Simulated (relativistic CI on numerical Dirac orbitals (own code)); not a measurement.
What each ingredient does to the levels of Yb LX

Base calculation: Dirac-Coulomb-Breit CI, separate exchange-only KLI orbitals for each configuration, model QED, unscaled Slater integrals.

CI space (outside the closed core [Ne]): 3s, 3p, 3d, 4s, 4p, 4d, 4f, 5s, 5p, 5d, 5f, 5g, 6s, 6p, 6d, 7s, 7p. Levels of other configurations are missing.

The lowest level and the first level of each name with at least 55 % of one term (blank where a level has no safe partner in the second run):

| Level | Base (eV) | Shift (eV) |
| --- | --- | --- |
| 3s 2S_1/2 | 0.00 | 0.00 |
| 3p 2P°_1/2 | 146.60 | -3.43 |
| 3p 2P°_3/2 | 434.20 | -0.07 |
| 3d 2D_3/2 | 608.74 | +1.14 |
| 3d 2D_5/2 | 674.40 | +3.15 |
| 4s 2S_1/2 | 2841.26 | +3.05 |
| 4p 2P°_1/2 | 2901.87 | +1.68 |
| 4p 2P°_3/2 | 3019.54 | +2.99 |
| 4d 2D_3/2 | 3085.76 | +3.59 |
| 4d 2D_5/2 | 3114.16 | +4.34 |
| 4f 2F°_5/2 | 3149.06 | +4.86 |
| 4f 2F°_7/2 | 3161.49 | +4.97 |
| 5s 2S_1/2 | 4105.91 | +4.05 |
| 5p 2P°_1/2 | 4136.35 | +3.37 |
| 5p 2P°_3/2 | 4195.53 | +4.01 |
| 5d 2D_3/2 | 4227.93 | +4.34 |
| 5d 2D_5/2 | 4242.57 | +4.69 |
| 5f 2F°_5/2 | 4259.85 | +4.90 |
| 5f 2F°_7/2 | 4266.24 | +4.98 |
| 5g 2G_7/2 | 4268.62 | +5.00 |
| 5g 2G_9/2 | 4272.42 | +5.00 |
| 6s 2S_1/2 | 4776.33 | +4.47 |

At this charge energies of transitions that change n are usually good to better than 1 %, and those within a shell (Δn = 0) to a few per cent.

**Question.** One thing was changed in a second run, which moved the levels as shown. Which?
A. configuration mixing switched off
B. P86 correlation estimate
C. Breit term removed
D. QED terms removed

**Answer.** C. Breit term removed. The Breit term mainly narrows fine-structure intervals, so removing it widens them.
